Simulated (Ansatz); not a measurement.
`BC=C(C)C` and `CC(=O)C=C(C)C` differ in one atom or group.

Ansatz, PBE0-D4/def2-TZVP geometries, multiplicity 1. Each molecule was computed in one conformer, which needn't be the lowest.

```csv
property,`BC=C(C)C`
HOMO energy (ωB97M-V/def2-TZVPP) / eV,-9.77
HOMO–LUMO gap (B3LYP/def2-TZVPP) / eV,5.45
HOMO energy (PBE/def2-TZVPP) / eV,-6.62
size of the dipole moment (ωB97M-V/def2-TZVPP) / D,2.32
HOMO energy (PBE0/def2-TZVPP) / eV,-7.62
size of the dipole moment (PBE/def2-TZVPP) / D,2.55
```

(1) Give the same properties after the change, and the shifts. (An estimate is asked.)

## Answers

(1) Ansatz gave: 
```csv
property,`CC(=O)C=C(C)C`,shift
HOMO energy (ωB97M-V/def2-TZVPP) / eV,-9.36,0.41
HOMO–LUMO gap (B3LYP/def2-TZVPP) / eV,5.17,-0.28
HOMO energy (PBE/def2-TZVPP) / eV,-5.33,1.29
size of the dipole moment (ωB97M-V/def2-TZVPP) / D,2.90,0.58
HOMO energy (PBE0/def2-TZVPP) / eV,-6.94,0.68
size of the dipole moment (PBE/def2-TZVPP) / D,2.86,0.31
```

With PBE0 the HOMO rises by 0.68 eV and the LUMO rises by 0.45 eV, so the gap narrows by about 0.23 eV. PBE moves the HOMO by 1.29 eV and ωB97M-V by 0.41 eV. Dipoles are sizes alone; their direction can turn.

Positive LUMOs are unbound, so they and the gaps depend on the basis.

B3LYP here is the variant with VWN-RPA as its local correlation; programs differ in this.
